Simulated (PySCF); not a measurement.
How methods differ on the excitation energy of Ta

Ta [Xe] 4f14 5d3 6s2 (4F) → Ta [Xe] 4f14 5d3 6s1 6p1 (high-spin determinant), as a difference of total energies. Calculation: PySCF 2.14, in x2c-TZVPPall with one added diffuse shell each of s, p, d, f type (12s8p8d4f1g, 113 functions); scalar relativity by spin-free X2C-1e. Correlated levels: valence: [Xe] 4f14 frozen. The calculations carry no spin-orbit coupling.

```csv
method,excitation energy (cm⁻¹)
UHF,9178.8
MP2 (valence),17164
SCS-MP2 (valence),19951
CCSD (valence),18137
CCSD(T) (valence),18758
```

A first-order spin-orbit estimate (lowest level to lowest level, LS coupling) adds -0.185 eV.

The determinant of the upper state mixes LS terms, which raises its energy above the lowest term, most at the Hartree-Fock and MP2 levels.
